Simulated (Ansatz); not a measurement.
Geometry optimisation, RKS PBE0/def2-SVP in Ansatz 0.2.0.

Input:

```yaml
crystal:
  periodic: [false, false, false]
  atoms:
    - { symbol: W, position_ang: [0.0, 0.0, 0.0] }
    - { symbol: Cl, position_ang: [0.0, 0.0, 2.39] }
    - { symbol: H, position_ang: [1.72, 0.0, 0.0] }
    - { symbol: H, position_ang: [0.0, 1.72, 0.0] }
    - { symbol: H, position_ang: [-1.72, 0.0, 0.0] }
    - { symbol: F, position_ang: [0.0, -1.85, 0.0] }
    - { symbol: F, position_ang: [0.0, 0.0, -1.85] }
basis:
  gaussian: { orbitals: def2-SVP }
hamiltonian:
  xc: pbe0
relax:
  f_tol: 0.02
  max_steps: 40
```

Launched with:

```bash
$ ansatz run input.yaml --threads 2 --pin off --max-ram 3072MiB --backend cpu --events-out ev --progress --plain --runs-dir out
```

Where does it end, and by what steps?

It converged. After 8 steps the energy has fallen by 3.262 eV; H3 moved furthest, 0.82 Å.

```json
{"step": "0", "energy less start (eV)": "0.0000", "largest force component (eV/Å)": "3.860", "accepted": "yes"}
{"step": "1", "energy less start (eV)": "-1.3674", "largest force component (eV/Å)": "1.933", "accepted": "yes"}
{"step": "2", "energy less start (eV)": "-2.1764", "largest force component (eV/Å)": "1.929", "accepted": "yes"}
{"step": "3", "energy less start (eV)": "-2.8371", "largest force component (eV/Å)": "1.350", "accepted": "yes"}
{"step": "4", "energy less start (eV)": "-3.1934", "largest force component (eV/Å)": "0.497", "accepted": "yes"}
{"step": "5", "energy less start (eV)": "-3.2570", "largest force component (eV/Å)": "0.455", "accepted": "yes"}
{"step": "6", "energy less start (eV)": "-3.2611", "largest force component (eV/Å)": "0.164", "accepted": "yes"}
{"step": "7", "energy less start (eV)": "-3.2616", "largest force component (eV/Å)": "0.101", "accepted": "yes"}
{"step": "8", "energy less start (eV)": "-3.2618", "largest force component (eV/Å)": "0.011", "accepted": "yes"}
```

```xyz
7
Properties=species:S:1:pos:R:3
W 0.000 -0.328 0.078
Cl 0.000 -0.146 2.310
H 1.313 0.706 0.037
H 0.000 1.396 -0.060
H -1.313 0.706 0.037
F 0.000 -2.231 -0.101
F 0.000 -0.234 -1.761
```

Whether the end is a true minimum wasn't checked by a vibrational analysis.

Time of the run: 30 s on 2 threads of Arm Neoverse V1, on a shared host, peak memory 0.2 GiB.
